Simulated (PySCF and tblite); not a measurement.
Values are calculated unless marked as measured or tabulated.
C6H9F3OS, numbered as in [CH3:1][O:2][C@H:3]1[CH2:4][CH2:5][S:6][C@@H:7]1[C:8]([F:9])([F:10])[F:11].

Conformers came from 90 starts (ETKDG and KDG, MMFF94s, GFN2-xTB); geometries are GFN2-xTB. Free energies are PBE0-D3(BJ)/pcSseg-1 single points with GFN2-xTB rigid-rotor and vibrational terms (modes under about 100 cm⁻¹ blended into free rotors). Symmetry numbers and mirror images are counted. Conformers within 2.5 kcal/mol (GFN2-xTB free energy) were kept, 4 at most. Of two unlike H on one atom, a is the less shielded (PBE0/pcSseg-1). (PySCF 2.14, tblite 0.8.)

An NOE distance is ⟨r⁻⁶⟩^(−1/6) over all pairs of like atoms and, for the average, over conformers.

Torsions listed: C1–O2–C3–C4. The 5-ring runs over atoms 3–4–5–6–7.

```json
{"conformer": "1", "shape": "5-ring envelope (ring torsions 45, -27, 1, 25, -45°); 161°", "weight %": "61.3"}
{"conformer": "2", "shape": "5-ring envelope (ring torsions 46, -27, 1, 25, -46°); 84°", "weight %": "29.5"}
{"conformer": "3", "shape": "5-ring envelope (ring torsions -46, 37, -19, -5, 33°); 161°", "weight %": "5.7"}
{"conformer": "4", "shape": "5-ring twist (ring torsions -47, 33, -11, -14, 39°); 81°", "weight %": "3.6"}
```

Question: Which H–H contacts under 3.5 Å would NOEs report (pairs on one atom left out) at 298.15 K?

Answer: 
```json
{"pair": "H3 ··· H4b", "in 1 (Å)": "2.41", "in 2 (Å)": "2.42", "in 3 (Å)": "2.39", "in 4 (Å)": "2.41", "average (Å)": "2.41"}
{"pair": "H4a ··· H5a", "in 1 (Å)": "2.45", "in 2 (Å)": "2.46", "in 3 (Å)": "2.45", "in 4 (Å)": "2.46", "average (Å)": "2.45"}
{"pair": "H4b ··· H5b", "in 1 (Å)": "2.45", "in 2 (Å)": "2.46", "in 3 (Å)": "2.49", "in 4 (Å)": "2.48", "average (Å)": "2.46"}
{"pair": "H1 ··· H3", "in 1 (Å)": "2.64", "in 2 (Å)": "2.63", "in 3 (Å)": "2.65", "in 4 (Å)": "2.64", "average (Å)": "2.63"}
{"pair": "H3 ··· H4a", "in 1 (Å)": "2.61", "in 2 (Å)": "2.62", "in 3 (Å)": "3.02", "in 4 (Å)": "3.04", "average (Å)": "2.64"}
{"pair": "H4a ··· H5b", "in 1 (Å)": "2.65", "in 2 (Å)": "2.65", "in 3 (Å)": "3.07", "in 4 (Å)": "3.07", "average (Å)": "2.68"}
{"pair": "H3 ··· H7", "in 1 (Å)": "2.77", "in 2 (Å)": "2.75", "in 3 (Å)": "2.94", "in 4 (Å)": "2.97", "average (Å)": "2.78"}
{"pair": "H1 ··· H7", "in 1 (Å)": "2.69", "in 2 (Å)": "4.13", "in 3 (Å)": "2.96", "in 4 (Å)": "4.25", "average (Å)": "2.87"}
{"pair": "H4b ··· H5a", "in 1 (Å)": "3.06", "in 2 (Å)": "3.06", "in 3 (Å)": "2.65", "in 4 (Å)": "2.64", "average (Å)": "3.00"}
{"pair": "H1 ··· H4a", "in 1 (Å)": "4.18", "in 2 (Å)": "2.73", "in 3 (Å)": "4.31", "in 4 (Å)": "3.47", "average (Å)": "3.24"}
```

Longer pairs under the limit may be missing.

Question: In a model where alignment follows shape alone (order matrix 0.001 × (3G/tr G − 1)/2, G the second moments of the atom positions; splitting J + 2D), what are the one-bond C–H dipolar couplings D?

Answer: H1 1.5 Hz (1.5 in conformer 1), H3 3.7 Hz (3.3 in conformer 1), H4a -1.1 Hz (-0.3 in conformer 1), H4b 0.7 Hz (0.2 in conformer 1), H5b -2.1 Hz (-4.5 in conformer 1), H5a -0.5 Hz (-0.1 in conformer 1), H7 2.2 Hz (0.8 in conformer 1).


Conformer gaps in pcSseg-1 on xTB geometries can be 2 kcal/mol off for S=O, P=O and other polar bonds.